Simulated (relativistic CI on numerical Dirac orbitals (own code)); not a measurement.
# Co³⁺ in a cubic cluster: 3s photoemission with charge transfer

Computed with a charge-transfer multiplet model of a cubic metal-ligand cluster with up to 3 ligand holes, Slater and spin-orbit integrals from Dirac-Coulomb-Breit ions, Slater integrals scaled by 0.9. The ground state mixes d6 with configurations of k ligand holes L, whose averages lie at kΔ + k(k − 1)U_dd/2; a core hole lowers each added d electron by U_cd. 300 K, Lorentzian 1.4 eV and Gaussian 0.8 eV FWHM.

Atomic integrals in eV (Slater integrals scaled, ζ unscaled), ground: F2dd 11.345, F4dd 7.087, zeta_d 0.071; with the core hole: F2dd 12.266, F4dd 7.704, zeta_d 0.081, G2cd 12.140.

Cluster parameters (eV): Δ = 4, U_dd = 6.9, 10Dq = 1.5, 10Dq(ligand) = 0.4, V(eg) = 3, V(t2g) = -1.44, final-state hopping factor = 0.8.

```
          Case   n_d    d6   d7L  d8L2  d9L3     S
 U_cd = 7.7 eV  6.52  0.54  0.40  0.06  0.00  0.05
 U_cd = 8.9 eV  6.52  0.54  0.40  0.06  0.00  0.05
 U_cd = 9.5 eV  6.52  0.54  0.40  0.06  0.00  0.05
U_cd = 10.1 eV  6.52  0.54  0.40  0.06  0.00  0.05
U_cd = 10.7 eV  6.52  0.54  0.40  0.06  0.00  0.05
```

Weights, n_d and S are thermal averages at 300 K. Binding energies count from the first peak over 30 % of the highest in each spectrum, which can be another peak from case to case. The parameters are a model scan and need not match a compound or its usual spin state. Peaks in eV (height, largest 100):
- U_cd = 7.7 eV: 0.0 (100), 6.6 (33), 10.8 (15)
- U_cd = 8.9 eV: 0.0 (100), 6.4 (39), 10.7 (20), 13.6 (10), 16.3 (5)
- U_cd = 9.5 eV: 0.0 (100), 6.2 (41), 10.5 (22), 13.6 (14), 16.6 (9)
- U_cd = 10.1 eV: 0.0 (100), 6.2 (44), 10.3 (25), 13.7 (17), 16.9 (13)
- U_cd = 10.7 eV: 0.0 (100), 6.2 (46), 10.2 (28), 13.9 (19), 17.2 (16)

For the case U_cd = 8.9 eV, Δ = 4 eV is smaller than U_dd = 6.9 eV, the charge-transfer side of the Zaanen-Sawatzky-Allen scheme. With the core hole the configuration with one ligand hole lies at Δ − U_cd = -3.7, -4.9, -5.5, -6.1, -6.7 eV from the one without, in the order of the table; where this is negative the screened configuration lies lower, though the effective hopping of about 4.4 eV (from the holes of the mixed ground state) mixes the two strongly wherever it is as large as the gap.

Without intra-shell correlation the exchange splitting of the 3s hole comes out too large.
